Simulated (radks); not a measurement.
Problem. All-electron atom: Dy in [Xe] 4f10 6s2. Calculated with a radial shooting solver on a logarithmic mesh with Libxc functionals: scalar-relativistic Kohn-Sham, LDA (Slater exchange, Perdew-Wang correlation), spin-polarised, spherical densities, point nucleus; open shells are filled with parallel spins first (spin-orbit coupling, left out, can overturn this in heavy ions). Some entries of the table are withheld. Estimate them.

orbital  occ.  eigenvalue (eV)  r(max) (bohr)
1s up       1        -53613.13        0.01339
1s down     1        -53613.13        0.01339
2s up       1        -8928.731        0.07609
2s down     1        -8928.663        0.07609
2p up       3        -7925.482        0.06170
2p down     3        -7925.433        0.06170
3s up       1        -1987.438         0.2157
3s down     1        -1985.827         0.2156
3p up       3        -1679.482         0.2118
3p down     3        -1677.882         0.2118
3d up       5        -1282.558         0.1729
3d down     5        -1281.310         0.1728
4s up       1        -393.8311         0.4941
4s down     1        -390.4318         0.4940
4p up       3        -292.3847         0.5161
4p down     3        -289.0323         0.5160
4d up       5        -154.2369         0.5345
4d down     5        -150.9612         0.5345
5s up       1              (1)          1.154
5s down     1              (2)          1.160
5p up       3         -26.0275          1.318
5p down     3         -24.8256          1.330
4f up       7          -4.5203         0.5374
6s up       1          -3.9547          3.378
6s down     1          -3.8390          3.432
4f down     3          -1.7258         0.5394

Solution. 
(1) 5s up eigenvalue (eV): -49.8072
(2) 5s down eigenvalue (eV): -48.1618
